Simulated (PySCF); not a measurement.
A structure optimised at B3LYP-D3(BJ)/def2-SVP, used in a PySCF frequency run:

```
O
C 1 1.4000
H 2 1.1073 1 108.80
H 2 1.1107 3 106.53 1 -123.07
H 2 1.1107 3 106.52 4 -113.88
Cd 1 1.9869 2 124.01 3 -179.94
Se 6 2.4645 2 161.41 3 -178.23
H 7 1.4781 6 91.34 2 -89.75
```
Charge 0, spin multiplicity 1.

Task: Write its SMILES and formula.

Result: C[O][Cd][SeH], CH₄CdOSe

Task: What are its rotational constants (standard atomic weights)?

Result: 30.972, 0.81839, 0.80693 GHz
